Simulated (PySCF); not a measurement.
# Electronic absorption of C8H11NO

Compound: C8H11NO.
SMILES: `C#CCC(=O)N[C@H](C)C=C`

Theory: TDDFT PBE0/def2-SVPD, vertical, gas phase, core orbitals frozen in the response (PySCF 2.14.0, density-fitted response routines). Geometry: PBE0-D3(BJ)/def2-SVP, one conformer, isolated molecule. Torsions of this conformer, `[CH:1]#[C:2][CH2:3][C:4](=[O:5])[NH:6][C@H:7]([CH3:8])[CH:9]=[CH2:10]`: C2–C3–C4–O5 -175°, C3–C4–N6–C7 179°, C4–N6–C7–C8 -104°, N6–C7–C9–C10 126°.

```
state  E (eV)  E (hartree)       f  |μ| (D)   main configurations (H = HOMO, L = LUMO)
   S1    5.80       0.2130  0.0077     0.59        H→L (22%), H→L+1 (20%), H→L+4 (11%)
   S2    6.35       0.2332   0.115     2.19                     H-1→L (48%), H→L (38%)
   S3    6.47       0.2379  0.0039     0.40  H-3→L+2 (36%), H-2→L+2 (16%), H→L+2 (12%)
   S4    6.57       0.2416   0.022     0.94        H→L+1 (36%), H-1→L (30%), H→L (23%)
   S5    6.67       0.2452   0.022     0.94   H→L+2 (42%), H-1→L+2 (18%), H-3→L+4 (8%)
   S6    6.74       0.2477  0.0019     0.28     H→L+4 (28%), H-1→L+4 (12%), H→L+3 (9%)
   S7    6.86       0.2522   0.048     1.35    H-1→L+1 (32%), H→L+1 (25%), H→L+3 (22%)
   S8    7.00       0.2572  0.0026     0.31  H-1→L+2 (43%), H→L+2 (27%), H-3→L+2 (14%)
   S9    7.02       0.2581   0.035     1.14                 H-1→L+1 (46%), H→L+3 (35%)
  S10    7.16       0.2631   0.085     1.77                              H-1→L+3 (52%)
```

Triplets (Tamm–Dancoff): T1 4.35 eV, H-2→L (40%), H→L (37%); T2 5.26 eV, H-4→L+2 (26%), H-3→L+4 (17%), H→L+2 (11%); T3 5.33 eV, H→L+1 (27%), H→L+4 (20%), H→L (14%); T4 5.42 eV, H-1→L+1 (30%), H-1→L (22%), H-1→L+4 (20%).

The lowest singlet comes at 214 nm (559 kJ/mol) in the ultraviolet; it is weak; its leading configuration is HOMO→LUMO (22%). The strongest level in the table is S2 at 6.35 eV (195 nm, f = 0.115). Löwdin shares by element: HOMO oxygen 37%, carbon 21% or more, nitrogen 14% (atoms not listed hold the other 29%); LUMO carbon 61% or more, hydrogen 10% or more (atoms not listed hold the other 29%). Weighted by f, the mean energy of these states is 6.72 eV. Of the 10 states listed, 6 reach f = 0.01 and none stays under 0.0005. The listed states span 1.36 eV, and the widest gap between neighbours is 0.55 eV (S1 to S2). No computed singlet lies in the visible range (380 to 750 nm); the lowest, at 214 nm, stands 2.53 eV above its violet end (3.26 eV). All these states lie below the vertical ionisation energy of 8.98 eV (ΔSCF). The window holds the lowest 10 singlets.
